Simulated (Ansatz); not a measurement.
The inner images of a band of CH$_{3}$NOSi (7 atoms, charge 0, multiplicity 1) are given out of order.

Computed with RKS B3LYP/cc-pVDZ (Ansatz).

First end point:

```xyz
7
Properties=species:S:1:pos:R:3
N -1.099 -1.587 -0.415
C -0.315 -0.669 -0.063
O 0.771 -0.743 0.777
Si 0.582 0.920 0.199
H -1.813 -1.217 -1.051
H 0.202 1.902 1.249
H 1.672 1.393 -0.696
```

Last end point:

```xyz
7
Properties=species:S:1:pos:R:3
N -1.421 -1.028 -0.806
C -0.479 -0.404 -0.257
O 0.548 -0.764 0.615
Si 0.626 0.961 0.221
H -1.398 -2.022 -0.524
H 0.327 1.883 1.348
H 1.797 1.374 -0.596
```

Problem. Put them in order from the first end to the last, with their energies above the first end.
A.
```xyz
7
Properties=species:S:1:pos:R:3
N -1.125 -1.548 -0.427
C -0.388 -0.580 -0.142
O 0.698 -0.676 0.704
Si 0.601 0.998 0.199
H -1.906 -1.580 -1.074
H 0.343 1.932 1.338
H 1.779 1.455 -0.599
```
B.
```xyz
7
Properties=species:S:1:pos:R:3
N -1.311 -1.159 -0.631
C -0.372 -0.547 -0.137
O 0.749 -0.729 0.631
Si 0.592 1.022 0.222
H -1.775 -2.006 -0.904
H 0.381 1.892 1.418
H 1.736 1.527 -0.599
```
C.
```xyz
7
Properties=species:S:1:pos:R:3
N -1.403 -1.026 -0.760
C -0.436 -0.464 -0.193
O 0.639 -0.774 0.629
Si 0.616 0.972 0.227
H -1.520 -2.042 -0.652
H 0.351 1.896 1.364
H 1.753 1.438 -0.615
```
D.
```xyz
7
Properties=species:S:1:pos:R:3
N -1.239 -1.286 -0.556
C -0.370 -0.547 -0.145
O 0.746 -0.704 0.639
Si 0.596 1.033 0.221
H -1.868 -1.919 -0.995
H 0.384 1.893 1.425
H 1.751 1.529 -0.588
```
E.
```xyz
7
Properties=species:S:1:pos:R:3
N -1.171 -1.432 -0.477
C -0.387 -0.544 -0.155
O 0.707 -0.680 0.677
Si 0.607 1.022 0.211
H -1.910 -1.774 -1.056
H 0.367 1.923 1.381
H 1.786 1.485 -0.581
```
F.
```xyz
7
Properties=species:S:1:pos:R:3
N -1.106 -1.590 -0.415
C -0.358 -0.630 -0.103
O 0.727 -0.703 0.738
Si 0.586 0.961 0.193
H -1.867 -1.386 -1.065
H 0.287 1.923 1.294
H 1.732 1.426 -0.642
```
G.
```xyz
7
Properties=species:S:1:pos:R:3
N -1.369 -1.067 -0.703
C -0.396 -0.518 -0.152
O 0.713 -0.758 0.631
Si 0.600 0.996 0.223
H -1.653 -2.044 -0.781
H 0.370 1.896 1.392
H 1.735 1.495 -0.611
```

Solution. F (+0.06 eV), A (+0.25 eV), E (+0.65 eV), D (+0.93 eV), B (+0.70 eV), G (+0.32 eV), C (+0.08 eV).

The run took 5.3 min on 1 thread of Arm Neoverse V2, with other jobs on the host, peak memory 0.14 GiB.
